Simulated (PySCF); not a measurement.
PySCF job for C2H5FO2Si, SMILES C(C=O)[Si@@H](F)O, B3LYP-D3(BJ)/def2-SVP. Coordinates come from a B3LYP-D3(BJ)/def2-SVP optimisation. The structure was generated by enumeration; whether it is a known compound was not checked. Other conformers were not sampled.

```python
import numpy as np
from pyscf import gto, scf, dft, df
from pyscf.hessian import thermo

mol = gto.M(
    atom='''
    O     1.35713545   -0.91772683   -1.34898926
    C     1.75764445   -0.31259615   -0.37609454
    C     0.99378534   -0.21963556    0.91622907
    Si   -0.82506898    0.20049646    0.58484728
    O    -1.36675409   -0.81405948   -0.58720782
    F    -0.86133855    1.75309969    0.09758604
    H     2.73834013    0.22248441   -0.42069057
    H     1.47771185    0.46673707    1.62695612
    H     0.98023713   -1.22696798    1.37312137
    H    -1.67775112    0.09705105    1.78543466
    H    -0.64715498   -1.09647164   -1.18218843
    ''',
    basis='def2-SVP',
    charge=0,
    spin=0,
    max_memory=1600,
    verbose=3,
)
mf = dft.RKS(mol, xc='b3lyp').density_fit(auxbasis='def2-universal-jkfit')
mf.disp = 'd3bj'
mf.grids.level = 3
mf.conv_tol = 1e-11
mf.max_cycle = 100
mf.kernel()

# [left out here: the lines that compute and print the analytic Hessian (its translational invariance restored by hand, since the grid's response is missing), thermochemistry and intensities]
```

Output:

```
[...]
Mode                                 6                   7                   8
Irrep
Freq [cm^-1]                      562.0146            581.6009            620.8378
Reduced mass [au]                   2.2487              1.1380              2.4261
Force const [Dyne/A]                0.4185              0.2268              0.5509
Char temp [K]                     808.6139            836.7942            893.2473
Normal mode                   x     y     z       x     y     z       x     y     z
       0   O                -0.05 -0.00  0.08   -0.01 -0.03  0.03   -0.00 -0.00 -0.01
       1   C                 0.11  0.05 -0.02   -0.00  0.02 -0.00    0.05 -0.01 -0.02
       2   C                 0.05  0.02 -0.09   -0.02  0.05 -0.03    0.15 -0.07  0.09
       3  Si                -0.06 -0.00  0.02    0.00 -0.00  0.01   -0.07  0.01  0.00
       4   O                -0.01  0.00 -0.02    0.03 -0.03  0.03   -0.02 -0.03 -0.01
       5   F                 0.02 -0.01 -0.00    0.01 -0.01 -0.01   -0.01  0.04 -0.01
       6   H                 0.21 -0.14 -0.07    0.04 -0.05  0.01   -0.02  0.11 -0.13
       7   H                 0.05 -0.24  0.16    0.04 -0.13  0.10    0.22  0.01 -0.03
       8   H                -0.02 -0.12 -0.38   -0.18 -0.03 -0.21    0.29 -0.04  0.14
       9   H                -0.01  0.02  0.06   -0.04 -0.18 -0.04   -0.32  0.04 -0.17
      10   H                 0.15 -0.12  0.22   -0.17  0.65 -0.52   -0.06  0.16 -0.15
Mode                                 9                  10                  11
Irrep
Freq [cm^-1]                      756.0693            800.6918            850.3989
Reduced mass [au]                   1.4720              1.4969              4.1870
Force const [Dyne/A]                0.4958              0.5654              1.7840
Char temp [K]                    1087.8153           1152.0172           1223.5347
Normal mode                   x     y     z       x     y     z       x     y     z
       0   O                -0.02  0.01  0.05    0.01  0.00 -0.04    0.00 -0.01  0.00
       1   C                 0.04  0.01  0.01   -0.02 -0.04  0.02   -0.03  0.02 -0.01
       2   C                -0.02 -0.11 -0.07    0.07  0.06  0.06   -0.03  0.00  0.00
       3  Si                -0.02 -0.01  0.00   -0.04  0.00  0.01    0.03 -0.06  0.07
       4   O                 0.01 -0.02 -0.01   -0.03 -0.04 -0.05   -0.02 -0.04 -0.05
       5   F                -0.00  0.04 -0.01    0.02  0.02 -0.01   -0.00  0.14 -0.06
       6   H                -0.01  0.10 -0.03   -0.11  0.12 -0.05    0.07 -0.15  0.08
       7   H                -0.27  0.21 -0.20    0.23 -0.09  0.09   -0.04 -0.02  0.03
       8   H                 0.27  0.00  0.17   -0.32  0.06  0.05    0.13 -0.04 -0.09
       9   H                 0.39  0.12  0.31    0.48 -0.24  0.36   -0.08 -0.32 -0.04
      10   H                 0.14  0.32 -0.03    0.12  0.05  0.07   -0.03 -0.15 -0.00
Mode                                12                  13                  14
Irrep
Freq [cm^-1]                      877.1944            933.5064            966.2765
Reduced mass [au]                   1.4167              1.5689              2.5748
Force const [Dyne/A]                0.6423              0.8055              1.4165
Char temp [K]                    1262.0874           1343.1079           1390.2568
Normal mode                   x     y     z       x     y     z       x     y     z
       0   O                 0.02 -0.02 -0.02    0.03 -0.01  0.01   -0.00 -0.03 -0.05
       1   C                -0.05  0.02 -0.01   -0.12  0.05  0.03    0.05  0.03 -0.08
       2   C                 0.00  0.04  0.04    0.03 -0.01  0.00   -0.04  0.02  0.13
       3  Si                 0.03 -0.00  0.02   -0.03  0.01 -0.05   -0.02 -0.05 -0.04
       4   O                -0.03 -0.06 -0.08    0.02  0.03  0.04    0.03  0.05  0.06
       5   F                -0.01  0.00  0.02    0.00 -0.01  0.00    0.00  0.03 -0.01
       6   H                 0.06 -0.17  0.08    0.08 -0.31  0.24    0.14 -0.14 -0.16
       7   H                 0.06 -0.07  0.11    0.24 -0.07 -0.09   -0.34  0.02  0.34
       8   H                 0.11 -0.05 -0.15    0.48 -0.12 -0.21    0.05 -0.05 -0.01
       9   H                 0.06  0.74  0.11    0.21 -0.20  0.10    0.17  0.04  0.10
      10   H                 0.06  0.12 -0.07   -0.02 -0.02  0.02   -0.04  0.01  0.00
Mode                                15                  16                  17
Irrep
Freq [cm^-1]                      986.6789           1010.1673           1153.8875
Reduced mass [au]                   2.8326              1.2986              1.4820
Force const [Dyne/A]                1.6247              0.7807              1.1626
Char temp [K]                    1419.6112           1453.4058           1660.1872
Normal mode                   x     y     z       x     y     z       x     y     z
       0   O                -0.00 -0.02 -0.01   -0.01  0.00  0.01    0.01 -0.02  0.02
       1   C                 0.02  0.04 -0.05    0.03  0.01 -0.02   -0.04  0.12 -0.06
       2   C                -0.04 -0.03  0.06   -0.02 -0.02  0.01    0.06 -0.07 -0.00
       3  Si                 0.03  0.10  0.02   -0.02  0.05  0.03   -0.01 -0.01 -0.00
       4   O                -0.05 -0.06 -0.05    0.05 -0.02 -0.04    0.00  0.01  0.00
       5   F                 0.00 -0.06  0.01    0.01 -0.03  0.01    0.00  0.00  0.00
       6   H                 0.12 -0.15 -0.05    0.04 -0.01 -0.03    0.24 -0.36  0.15
       7   H                -0.18  0.05  0.09   -0.04  0.01  0.00    0.08  0.08 -0.17
       8   H                 0.14 -0.04  0.04    0.07 -0.00  0.04   -0.51  0.10  0.35
       9   H                -0.03 -0.35 -0.06    0.18  0.00  0.17   -0.01  0.05  0.01
      10   H                 0.21  0.15  0.14   -0.51 -0.47 -0.45   -0.01 -0.01 -0.01
Mode                                18                  19                  20
Irrep
Freq [cm^-1]                     1209.8825           1402.3514           1417.4204
Reduced mass [au]                   1.6762              1.1217              1.1920
Force const [Dyne/A]                1.4457              1.2997              1.4110
Char temp [K]                    1740.7516           2017.6715           2039.3523
Normal mode                   x     y     z       x     y     z       x     y     z
       0   O                 0.01 -0.00 -0.02   -0.04 -0.03 -0.03   -0.03 -0.02 -0.01
       1   C                -0.07 -0.02  0.05    0.03  0.02 -0.03    0.06  0.00 -0.04
       2   C                 0.15 -0.00 -0.05    0.01  0.02 -0.04   -0.00 -0.00  0.08
       3  Si                -0.01  0.01  0.01   -0.00  0.00 -0.00   -0.00 -0.00 -0.00
       4   O                 0.00 -0.00 -0.00    0.00 -0.00  0.00    0.00  0.00  0.00
       5   F                -0.00 -0.00 -0.00    0.00 -0.00  0.00    0.00 -0.00  0.00
       6   H                -0.06 -0.06  0.10   -0.04  0.23  0.69   -0.01  0.21  0.50
       7   H                -0.61  0.24  0.23   -0.04 -0.30  0.32    0.04  0.39 -0.35
       8   H                -0.11 -0.05 -0.18    0.16  0.17  0.33   -0.16 -0.22 -0.42
       9   H                -0.06 -0.02 -0.03    0.01 -0.01  0.00    0.02 -0.00  0.02
      10   H                -0.03 -0.03 -0.03    0.01  0.01  0.01    0.00 -0.00  0.01
Mode                                21                  22                  23
Irrep
Freq [cm^-1]                     1798.9829           2304.1387           2926.5333
Reduced mass [au]                   9.9482              1.0422              1.0870
Force const [Dyne/A]               18.9692              3.2600              5.4852
Char temp [K]                    2588.3358           3315.1426           4210.6298
Normal mode                   x     y     z       x     y     z       x     y     z
       0   O                 0.05  0.08  0.12    0.00  0.00  0.00   -0.00  0.00  0.00
       1   C                -0.06 -0.11 -0.19   -0.00 -0.00 -0.00    0.07  0.04 -0.01
       2   C                 0.01  0.01  0.01    0.00 -0.00  0.00   -0.00 -0.00 -0.00
       3  Si                -0.00 -0.00 -0.00   -0.02 -0.00  0.03   -0.00  0.00 -0.00
       4   O                 0.00  0.00  0.00   -0.00 -0.00 -0.00   -0.00  0.00  0.00
       5   F                 0.00 -0.00  0.00   -0.00 -0.00  0.00    0.00 -0.00  0.00
       6   H                -0.09 -0.01  0.10    0.00  0.00  0.00   -0.84 -0.45  0.05
       7   H                -0.05 -0.00  0.07   -0.00  0.00  0.00    0.02  0.03  0.02
       8   H                -0.00 -0.00 -0.01   -0.00 -0.00  0.00   -0.00 -0.01  0.00
       9   H                 0.01 -0.00  0.02    0.57  0.07 -0.80    0.00 -0.00 -0.00
      10   H                 0.01  0.02  0.03   -0.00 -0.00  0.01    0.00 -0.00 -0.01
Mode                                24                  25                  26
Irrep
Freq [cm^-1]                     3035.1557           3118.9862           3685.3335
Reduced mass [au]                   1.0653              1.0993              1.0663
Force const [Dyne/A]                5.7822              6.3006              8.5324
Char temp [K]                    4366.9133           4487.5267           5302.3744
Normal mode                   x     y     z       x     y     z       x     y     z
       0   O                 0.00  0.00  0.00    0.00  0.00  0.00    0.00  0.00  0.00
       1   C                -0.00 -0.00  0.00   -0.00 -0.00  0.00   -0.00 -0.00 -0.00
       2   C                -0.01  0.05 -0.05   -0.03 -0.07 -0.04   -0.00 -0.00  0.00
       3  Si                 0.00  0.00 -0.00    0.00 -0.00 -0.00    0.00  0.00  0.00
       4   O                 0.00 -0.00 -0.00    0.00  0.00  0.00   -0.04  0.02  0.04
       5   F                 0.00 -0.00  0.00   -0.00  0.00 -0.00   -0.00 -0.00 -0.00
       6   H                 0.02  0.01 -0.00    0.03  0.02 -0.00    0.00  0.00  0.00
       7   H                 0.16  0.25  0.24    0.39  0.55  0.56   -0.00  0.00  0.00
       8   H                -0.02 -0.81  0.36   -0.00  0.33 -0.16    0.00 -0.00  0.00
       9   H                -0.00 -0.00  0.00   -0.00  0.00  0.00   -0.00 -0.00 -0.01
      10   H                -0.00  0.00  0.00   -0.00  0.00  0.00    0.68 -0.30 -0.61
temperature 298.1500 [K]
pressure 101325.00 [Pa]
Rotational constants [GHz] 4.25451 2.18103 1.88737
Symmetry number 1
Zero-point energy (ZPE) 0.07349 [Eh]   192954.042 [J/mol]
                           tot       elec      trans        rot        vib
Entropy [J/mol/K]       351.531      0.000    167.156    114.260     70.114
Cv [J/mol/K]            103.335      0.000     12.472     12.472     78.392
Cp [J/mol/K]            111.650      0.000     20.786     12.472     78.392
Internal energy [J/mol]                      3718.434   3718.434 204458.294
Internal energy [Eh]   -618.72126  -618.80197
Enthalpy [J/mol]                             6197.391   3718.434 204458.294
Enthalpy [Eh]          -618.72032
Gibbs free energy [J/mol]                  -43640.308 -30348.240 183553.689
Gibbs free energy [Eh] -618.76023
mode   freq/cm-1   IR/(km/mol)
   1       71.48         1.715
   2      113.38        16.916
   3      192.58         3.629
   4      218.98         4.321
   5      294.45        11.549
   6      370.42        38.278
   7      562.01         5.967
   8      581.60        82.471
   9      620.84         8.704
  10      756.07        18.625
  11      800.69       101.596
  12      850.40        97.289
  13      877.19        31.979
  14      933.51        40.373
  15      966.28        77.986
  16      986.68       296.128
  17     1010.17       156.583
  18     1153.89        10.356
  19     1209.88       113.189
  20     1402.35        11.285
  21     1417.42        19.742
  22     1798.98       169.532
  23     2304.14       132.250
  24     2926.53       107.118
  25     3035.16         0.525
  26     3118.99         3.495
  27     3685.33       208.763
max |gradient| / (hartree/bohr): 7.070809765953996e-05
APT charges: [-0.6656  0.797  -0.5266  1.7564 -0.8588 -0.6373 -0.0582  0.0249  0.0607
 -0.2789  0.3865]
```

Self-consistency was reached.

Cost: about 3 core-minutes (a rough figure).
